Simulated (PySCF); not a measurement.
SMILES c1(C)cc(ccc1)C(C)C (C₁₀H₁₄) (GFN2-xTB optimised geometry):

```
24

C     -2.458     1.939     0.024
C     -1.726     0.632     0.001
C     -2.423    -0.569     0.003
C     -1.740    -1.772     0.002
C     -0.357    -1.791     0.001
C      0.362    -0.602     0.000
C      1.872    -0.602     0.000
C      2.414    -1.272     1.264
C      2.418    -1.288    -1.254
C     -0.338     0.596     0.000
H     -2.721     2.201     1.049
H     -3.379     1.877    -0.552
H     -1.842     2.739    -0.382
H     -3.504    -0.561     0.003
H     -2.290    -2.702     0.001
H      0.160    -2.739    -0.001
H      2.213     0.439    -0.006
H      2.123    -2.319     1.302
H      3.501    -1.217     1.284
H      2.025    -0.776     2.151
H      3.504    -1.224    -1.276
H      2.023    -0.811    -2.149
H      2.136    -2.338    -1.274
H      0.211     1.528    -0.002
```

Computed with PBE/def2-SVP (PySCF).

What are the frontier orbital energies and the dipole moment?

HOMO-2 -7.49 eV, HOMO-1 -5.96 eV, HOMO -5.71 eV, LUMO -0.77 eV, LUMO+1 -0.73 eV; dipole moment 0.35 D.

Meta-Löwdin charges at PBE/def2-SVP: C1 -0.31, C2 0.03, C3 -0.13, C4 -0.10, C5 -0.13, C6 0.02, C7 -0.05, C8 -0.30, C9 -0.30, C10 -0.13, H11 0.11, H12 0.11, H13 0.11, H14 0.10, H15 0.10, H16 0.10, H17 0.09, H18 0.10, H19 0.10, H20 0.10, H21 0.10, H22 0.10, H23 0.10, H24 0.09.
